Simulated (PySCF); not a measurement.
Fill in the blanks.

Compound: C4H3F5O.
SMILES: `F[C@@H]1C[C@]1(F)OC(F)(F)F`

Conformer (atom-mapped SMILES and torsion angles): `[F:1][C@@H:2]1[CH2:3][C@:4]1([F:5])[O:6][C:7]([F:8])([F:9])[F:10]`: C3–C4–O6–C7 -155°, C4–O6–C7–F8 -82°.

```json
{"property": "point group of the GFN2-xTB geometry", "level": "GFN2-xTB", "value": "?"}
{"property": "rotational constants A, B, C of the GFN2-xTB geometry", "level": "GFN2-xTB", "value": "?"}
{"property": "dipole moment", "level": "CAM-B3LYP/def2-SVPD", "value": "3.18 D"}
{"property": "HOMO energy", "level": "CAM-B3LYP/def2-SVPD", "value": "-10.32 eV"}
{"property": "LUMO energy", "level": "CAM-B3LYP/def2-SVPD", "value": "1.16 eV"}
{"property": "lowest singlet excitation", "level": "TDDFT CAM-B3LYP/def2-SVPD", "value": "7.92 eV (157 nm, f = 0.003)"}
{"property": "strongest line among the 8 lowest singlet transitions", "level": "TDDFT CAM-B3LYP/def2-SVPD", "value": "S7 at 9.69 eV (128 nm, f = 0.053)"}
{"property": "lowest triplet excitation (Tamm–Dancoff)", "level": "TDA CAM-B3LYP/def2-SVPD", "value": "7.42 eV"}
{"property": "static isotropic polarisability", "level": "CAM-B3LYP/def2-SVPD", "value": "?"}
{"property": "electronic spatial extent ⟨r²⟩ about the centre of nuclear charge", "level": "CAM-B3LYP/def2-SVPD", "value": "?"}
{"property": "13C chemical shifts (computed TMS as zero) by class", "level": "GIAO PBE0/pcSseg-1", "value": "131.3 (1 C), 103.3 (1 C), 76.0 (1 C), 20.8 (1 C) ppm"}
{"property": "1H chemical shifts (computed TMS as zero) by class", "level": "GIAO PBE0/pcSseg-1", "value": "4.94 (1 H), 1.72 (1 H), 1.65 (1 H) ppm"}
{"property": "isotropic shieldings of nuclei other than C and H, by class", "level": "GIAO PBE0/pcSseg-1", "value": "187 (1 O), 243 (3 F), 331 (1 F), 408 (1 F) ppm"}
```

Electronic properties: PySCF, gas phase, density fitting. One conformer (not necessarily the lowest) at the GFN2-xTB geometry, without solvent or vibrations. NMR classes are plain means over equivalent atoms (diastereotopic ones count apart unless rotation or inversion swaps them), as if these changed places fast; in this geometry the members of some classes differ.

Question: The electronic spatial extent ⟨r²⟩ about the centre of nuclear charge?

Answer: 1249 bohr².

Question: What is the point group of the GFN2-xTB geometry?

Answer: C1.

Question: Give the static isotropic polarisability.

Answer: 54.0 au.

Question: What are the rotational constants A, B, C of the GFN2-xTB geometry?

Answer: 2.153, 1.094, 0.902 GHz.

The vertical singlet–triplet gap S1 − T1 is 0.50 eV (TDDFT singlet less Tamm–Dancoff triplet; S1: HOMO→LUMO, weight 0.48, beside HOMO→LUMO+1, weight 0.33; T1: HOMO→LUMO, weight 0.36, beside HOMO→LUMO+1, weight 0.34). The polarisability is 8.00 Å³ as a volume (1 au = 0.148185 Å³), or 0.68 au for each of the 80 electrons. A dipole of 3.18 D is allowed in C1, and pure rotational transitions are dipole-allowed. The principal polarisabilities are 49.7, 51.8 and 60.5 au; their mean is the isotropic value. The rotational constants make it an asymmetric top with κ = (2B − A − C)/(A − C) = -0.69, nearer the prolate limit (−1).
